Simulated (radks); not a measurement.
All-electron atom: Ag VI in [Kr] 4d6 (the NIST ground configuration). Calculated with a radial shooting solver on a logarithmic mesh with Libxc functionals: scalar-relativistic Kohn-Sham, LB94 model potential, spin-polarised, spherical densities, finite nucleus; open shells are filled with parallel spins first (spin-orbit coupling, left out, can overturn this in heavy ions); Fermi nuclear charge, rms radius 4.5454 fm.

Normalised radial functions P(r) = r R(r), r in bohr:

```
   r/bohr * 4s up (the largest magnitude, 1.24, reaches the edge; | marks zero)
 0.002048                             | *
 0.002346                             | *
 0.002666                             | *
  0.00303                             |  *
 0.003444                             |  *
 0.003946                             |  *
 0.004485                             |   *
 0.005097                             |   *
 0.005839                             |   *
 0.006637                             |    *
 0.007543                             |    *
 0.008573                             |    *
 0.009822                             |     *
  0.01116                             |     *
  0.01269                             |     *
  0.01442                             |     *
  0.01652                             |     *
  0.01878                             |     *
  0.02134                             |    *
  0.02426                             |    *
  0.02779                             |   *
  0.03158                             |  *
   0.0359                             |*
  0.04113                            *|
  0.04674                          *  |
  0.05312                        *    |
  0.06038                      *      |
  0.06917                     *       |
  0.07862                    *        |
  0.08936                   *         |
   0.1016                    *        |
   0.1164                     *       |
   0.1322                        *    |
   0.1503                            *|
   0.1722                             |  *
   0.1957                             |       *
   0.2224                             |           *
   0.2528                             |              *
   0.2896                             |              *
   0.3292                             |            *
   0.3741                             |       *
   0.4252                             | *
   0.4872                      *      |
   0.5537              *              |
   0.6293        *                    |
   0.7153   *                         |
   0.8195  *                          |
   0.9314   *                         |
    1.059       *                     |
    1.213            *                |
    1.378                 *           |
    1.567                     *       |
     1.78                        *    |
     2.04                           * |
    2.318                            *|
    2.635                             *
    2.995                             *
    3.431                             *
      3.9                             *
```

4s up: eigenvalue -179.58 eV, 3 radial nodes at r = 0.0390, 0.156, 0.436 bohr, <r> = 0.895 bohr, 90 % of the charge inside 1.30 bohr.
